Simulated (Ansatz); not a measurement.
This geometry of CH3NO2Si (8 atoms, charge 0, multiplicity 1) is a first-order saddle point.

Level of theory: RKS BHLYP-D4/def2-SVP (Ansatz).

```xyz
8
Properties=species:S:1:pos:R:3
N -1.017 1.018 0.373
Si -0.392 -0.540 0.133
O -1.033 -1.897 0.347
C 1.412 -0.470 -0.508
O 1.983 0.564 -0.682
H -1.154 1.376 1.305
H -1.709 1.394 -0.256
H 1.909 -1.444 -0.711
```

(1) Which two structures does it join? (They come from a converged band through this point; their orientation in space is the band's.)

(2) How far does it lie above each of them?

Results:

(1) No bond is made or broken. The dihedral H7–N1–Si2–O3 goes from -180 to 0°. The two ends are copies of one structure, up to a mirror image or an exchange of like atoms.

First end point:

```xyz
8
Properties=species:S:1:pos:R:3
N -0.745 0.881 0.808
Si -0.260 -0.668 0.421
O -0.614 -1.997 1.055
C 0.906 -0.415 -1.077
O 1.099 0.698 -1.478
H -1.371 1.120 1.558
H -0.409 1.667 0.273
H 1.393 -1.286 -1.561
```

Last end point:

```xyz
8
Properties=species:S:1:pos:R:3
N -0.746 0.881 0.808
Si -0.260 -0.668 0.422
O -0.613 -1.997 1.055
C 0.906 -0.415 -1.076
O 1.099 0.697 -1.478
H -0.408 1.666 0.273
H -1.371 1.122 1.557
H 1.393 -1.287 -1.561
```

(2) 14.0 kcal/mol above the first and 14.0 kcal/mol above the second. This is the barrier of this one path; another mechanism may lie lower.

The run took 5 min on 1 thread of Arm Neoverse V1 (shared host), peak memory 0.17 GiB.
